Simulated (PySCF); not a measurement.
Geometries of 3 isomers of C2H7F3GeSi, from PBE0-D3(BJ)/def2-SVP geometry optimisation, gas phase in PySCF. One conformer each, no zero-point energy, no frequencies.

Problem. Which isomer lies lowest at this level?
A.
```xyz
14
angstrom
F     -0.967    1.429    0.930
C     -1.712    0.597    0.184
F     -1.730    1.095   -1.060
F     -2.961    0.667    0.654
C     -1.172   -0.800    0.216
Ge     0.616   -0.993   -0.609
Si     2.094    0.716    0.143
H     -1.881   -1.457   -0.308
H     -1.124   -1.124    1.265
H      1.126   -2.387   -0.193
H      0.459   -0.971   -2.141
H      2.101    0.749    1.637
H      1.663    2.043   -0.385
H      3.477    0.419   -0.342
```
B.
```xyz
14
angstrom
F     -1.914    0.706    1.465
C     -1.829    0.687    0.124
F     -1.191    1.816   -0.240
F     -3.078    0.771   -0.354
Si    -0.900   -0.887   -0.506
C      0.776   -0.956    0.313
Ge     1.951    0.601    0.051
H     -0.806   -0.755   -1.988
H     -1.765   -2.048   -0.150
H      1.308   -1.845   -0.066
H      0.637   -1.104    1.396
H      3.391    0.195    0.418
H      1.501    1.759    0.952
H      1.912    1.043   -1.423
```
C.
```xyz
14
angstrom
F     -1.830    0.260    1.745
C     -1.954    0.386    0.414
F     -1.601    1.643    0.103
F     -3.254    0.256    0.122
Ge    -0.815   -0.948   -0.541
C      0.993   -0.793    0.168
Si     1.874    0.851   -0.112
H     -0.889   -0.607   -2.037
H     -1.424   -2.331   -0.261
H      1.594   -1.599   -0.285
H      0.946   -0.999    1.251
H      3.298    0.743    0.331
H      1.212    1.942    0.659
H      1.852    1.201   -1.566
```

Solution. A. That is `FC(F)(F)[CH2][GeH2][SiH3]`, 10.2 kcal/mol below the next.

| SMILES | atoms numbered as above | E (Eh) | relative (kcal/mol) | relative (kJ/mol) | dipole (D) |
| --- | --- | --- | --- | --- | --- |
| FC(F)(F)[CH2][GeH2][SiH3] | [F:1][C:2]([F:3])([F:4])[CH2:5][GeH2:6][SiH3:7] | -2745.07483 | 0.0 | 0.0 | 1.87 |
| FC(F)(F)[SiH2][CH2][GeH3] | [F:1][C:2]([F:3])([F:4])[SiH2:5][CH2:6][GeH3:7] | -2745.05861 | 10.2 | 42.6 | 2.42 |
| F[C](F)(F)[GeH2][CH2][SiH3] | [F:1][C:2]([F:3])([F:4])[GeH2:5][CH2:6][SiH3:7] | -2745.05561 | 12.1 | 50.4 | 2.37 |

As drawn, the highest has an Si–C bond, which the lowest lacks.
